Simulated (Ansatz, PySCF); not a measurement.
Pair of molecules: HCl (SMILES Cl) (first 2 atoms) with SiH4 (SMILES [SiH4]); geometry from B3LYP-D3(BJ)/def2-TZVP, rigid monomers moved along the line of their centres of mass till Cl1···Si3 is 4.33 Å.
(charge 0, multiplicity 1):
```xyz
7

Cl    -0.069    -0.338    -0.325
H     -0.675    -1.322     0.229
Si     0.035     0.235     3.970
H      0.851     1.345     3.433
H     -1.346     0.326     3.445
H      0.000     0.313     5.448
H      0.625    -1.062     3.566
```

Monomers are frozen at their geometry in the pair; levels with a basis set take the counterpoise correction.

Correlated levels freeze the cores. CBS(a, b) extrapolates the correlation energy as X⁻³ and adds the Hartree–Fock energy of set b.

Codes used: Ansatz (Gaussian basis) for Hartree–Fock, density functionals and correlated methods; PySCF for the dispersion terms. Each number belongs to the level named beside it.

PBE/def2-TZVPPD gives -1.5 kJ/mol for the interaction energy.

### Question
Predict the shift from PBE, with its sign, for: PBE-D3(BJ)/def2-TZVPPD, r2SCAN/def2-TZVPPD, B3LYP/def2-TZVPPD, wB97M-V/def2-TZVPPD, MP2/CBS(aug-cc-pV(D+d)Z, aug-cc-pV(T+d)Z), CCSD(T)/CBS(aug-cc-pV(D+d)Z, aug-cc-pV(T+d)Z).

### Answer
PBE-D3(BJ)/def2-TZVPPD -2.1; r2SCAN/def2-TZVPPD -0.4; B3LYP/def2-TZVPPD 1.8; wB97M-V/def2-TZVPPD -1.1; MP2/CBS(aug-cc-pV(D+d)Z, aug-cc-pV(T+d)Z) -1.3; CCSD(T)/CBS(aug-cc-pV(D+d)Z, aug-cc-pV(T+d)Z) -1.3 kJ/mol. 1 of 6 lie above PBE; the widest gap is to PBE-D3(BJ)/def2-TZVPPD.

Ansatz is a first-principles code.
